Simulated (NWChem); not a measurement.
# Total energies of H₃Si₂

```xyz
5

Si    -0.5405    -1.1099     0.0304
Si     0.3816     0.9758    -0.0330
H      0.8495    -1.7055    -0.2156
H      1.8043     1.3465     0.2636
H     -0.4286     2.2353    -0.0119
```
Charge 0, spin multiplicity 2.

The numbers come from NWChem runs, not from measurements. The geometry was optimised at UPBE0/def2-SVP, a minimum by its harmonic frequencies.

Basis set: 6-311G** (70 functions).

```json
[
 {"method": "UHF", "total energy (Ha)": "-579.52506", "relative cost": "1"},
 {"method": "UMP2", "total energy (Ha)": "-579.68959", "relative cost": "under 3"},
 {"method": "UB2PLYP", "total energy (Ha)": "-580.43084", "relative cost": "under 3"},
 {"method": "UPBE", "total energy (Ha)": "-580.39609", "relative cost": "under 3"},
 {"method": "UB3LYP", "total energy (Ha)": "-580.74189", "relative cost": "under 3"},
 {"method": "ULC-wPBE (omega 0.3 per bohr)", "total energy (Ha)": "-580.43683", "relative cost": "under 3"}
]
```

Total energies of different functionals aren't comparable as a measure of quality: only differences taken within one method are. Costs are rough ratios of processor time within this set of runs, SCF included, with UHF as 1.

The correlated methods keep 10 core orbitals frozen. B3LYP has NWChem's definition, with VWN1-RPA local correlation. GW and range-separated runs recompute their integrals, the others keep them in memory, which bears on the times. The Pople sets run with spherical d functions. The structure started from a generated list of species. No SCF solution was tested for a lower state. Open-shell Hartree-Fock references start from PBE0 orbitals; any time given for them includes that run.
